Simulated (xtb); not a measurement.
C$_{2}$H$_{8}$Si$_{2}$, singlet, at a GFN2-xTB geometry; GFN0-xTB run with xtb 6.7.1.

The xtb input:
```
$ xtb mol.xyz --gfn 0 --opt --json

# file mol.xyz
12

C      0.25209438     0.38514971     1.24640713
Si     1.34551195    -0.26633688    -0.18984983
C     -0.25362570    -0.39526463    -1.24292497
Si    -1.34479007     0.27110514     0.18820832
H      0.49999714     1.38792267     1.58498194
H      0.25076462    -0.24475418     2.13240670
H      2.32827527     0.69774529    -0.69174618
H      2.00712496    -1.54626746     0.07700294
H     -0.25648887     0.22053274    -2.13870826
H     -0.50035246    -1.40385890    -1.56485572
H     -1.98651303     1.55971117    -0.08540501
H     -2.34372596    -0.67709734     0.68841186
```

What the program printed (banner, timings and long lists left out):

```
   ID    Z sym.   atoms
    1    6 C      1, 3
    2   14 Si     2, 4
    3    1 H      5-12

           -------------------------------------------------
          |                Calculation Setup                |
           -------------------------------------------------

molecular fragmentation (1/2 indicates fragments):
111111121112
# atoms in fragment 1/2:    10     2
 fragment masses (1/2) :       86.24        2.02
CMA distance (Bohr)    :   2.297
constraining FC (au)   :  0.0500

           -------------------------------------------------
          |                 G F N 0 - x T B                 |
           -------------------------------------------------

          ...................................................
          :                      SETUP                      :
          :.................................................:
          :  # basis functions                  44          :
          :  # atomic orbitals                  42          :
          :  # shells                           26          :
          :  # electrons                        24          :
          :  electronic temp.          300.0000000     K    :
          :  accuracy                    1.0000000          :
          :  -> integral cutoff          0.2500000E+02      :
          :  -> integral neglect         0.1000000E-07      :
          ...................................................

         :::::::::::::::::::::::::::::::::::::::::::::::::::::
         ::                     SUMMARY                     ::
         :::::::::::::::::::::::::::::::::::::::::::::::::::::
         :: total energy             -12.297866011794 Eh    ::
         :: gradient norm              0.020821615576 Eh/a0 ::
         :: HOMO-LUMO gap              4.803480078151 eV    ::
         ::.................................................::
         :: H0 energy                -12.366324116364 Eh    ::
         :: repulsion energy           0.163608082897 Eh    ::
         :: electrostat energy        -0.091929559857 Eh    ::
         :: -> Gsolv                   0.000000000000 Eh    ::
         ::    -> Gsasa                0.000000000000 Eh    ::
         ::    -> Gshift               0.000000000000 Eh    ::
         :: dispersion energy         -0.003220418470 Eh    ::
         :: short-range corr.          0.000000000000 Eh    ::
         :: add. restraining           0.000000000000 Eh    ::
         :: total charge               0.000000000000 e     ::
[...]
 * total energy  :   -12.2978660 Eh     change        0.0000000E+00 Eh
 * total energy  :   -12.3014063 Eh     change       -0.3540332E-02 Eh
 * total energy  :   -12.3017596 Eh     change       -0.3532734E-03 Eh
 * total energy  :   -12.3017814 Eh     change       -0.2182334E-04 Eh
 * total energy  :   -12.3017817 Eh     change       -0.2633603E-06 Eh
   *** GEOMETRY OPTIMIZATION CONVERGED AFTER 5 ITERATIONS ***
         :: total energy             -12.301781703832 Eh    ::
[...]
     3   6 C        3.596    -0.669    42.973     9.583
     4  14 Si       4.306     0.553   135.164    21.456
     5   1 H        0.924     0.172     1.251     1.749
     6   1 H        0.924     0.172     1.252     1.750
     7   1 H        0.923    -0.114     6.070     3.853
     8   1 H        0.923    -0.114     6.073     3.854
     9   1 H        0.924     0.172     1.251     1.749
    10   1 H        0.924     0.172     1.252     1.750
    11   1 H        0.923    -0.114     6.070     3.853
    12   1 H        0.923    -0.114     6.073     3.854

 Mol. C6AA /au·bohr⁶  :       2542.115079
 Mol. C8AA /au·bohr⁸  :      99395.290191
 Mol. α(0) /au        :         84.489462

Wiberg/Mayer (AO) data.
largest (>0.10) Wiberg bond orders for each atom

 ---------------------------------------------------------------------------
     #   Z sym  total        # sym  WBO       # sym  WBO       # sym  WBO
 ---------------------------------------------------------------------------
     1   6 C    3.821 --     5 H    0.938     6 H    0.938     2 Si   0.929
                             4 Si   0.929
     2  14 Si   3.885 --     3 C    0.929     1 C    0.929     8 H    0.886
                             7 H    0.886     4 Si   0.150
     3   6 C    3.821 --     9 H    0.938    10 H    0.938     2 Si   0.929
                             4 Si   0.929
     4  14 Si   3.885 --     3 C    0.929     1 C    0.929    12 H    0.886
                            11 H    0.886     2 Si   0.150
     5   1 H    0.985 --     1 C    0.938
     6   1 H    0.985 --     1 C    0.938
     7   1 H    0.921 --     2 Si   0.886
     8   1 H    0.921 --     2 Si   0.886
     9   1 H    0.985 --     3 C    0.938
    10   1 H    0.985 --     3 C    0.938
    11   1 H    0.921 --     4 Si   0.886
    12   1 H    0.921 --     4 Si   0.886
 ---------------------------------------------------------------------------

Topologies differ in total number of bonds
Writing topology from bond orders to xtbtopo.mol

 dipole moment from electron density (au)
     X       Y       Z
  -0.0004  -0.0029   0.0010  total (Debye):    0.008

optimized geometry written to: xtbopt.xyz

           -------------------------------------------------
          | TOTAL ENERGY              -12.301781703832 Eh   |
          | GRADIENT NORM               0.000125393249 Eh/α |
          | HOMO-LUMO GAP               5.091714059067 eV   |
           -------------------------------------------------

normal termination of xtb
```
